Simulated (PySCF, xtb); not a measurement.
1,1-difluorobuta-1,3-diene (C4H4F2), SMILES C(F)(F)=CC=C. The values are those of a single conformer.

Harmonic wavenumbers (cm⁻¹) from GFN2-xTB (xtb 6.7.1) at its own minimum, in rising order: 120, 158, 226, 370, 439, 502, 548, 658, 842, 885, 894, 975, 1015, 1145, 1181, 1236, 1301, 1405, 1667, 1732, 3076, 3107, 3110, 3145.

Question: What does PBE0-D3(BJ)/def2-SVP in PySCF give at its own minimum? (An estimate is asked for; the answer gives what the named calculation found.)

Answer: 139, 173, 234, 390, 493, 619, 621, 684, 860, 917, 927, 1015, 1034, 1210, 1242, 1309, 1400, 1448, 1716, 1822, 3168, 3191, 3234, 3275. Paired by order, the mean absolute difference is 58 cm⁻¹ and the zero-point energies are 42.5 and 44.5 kcal/mol.
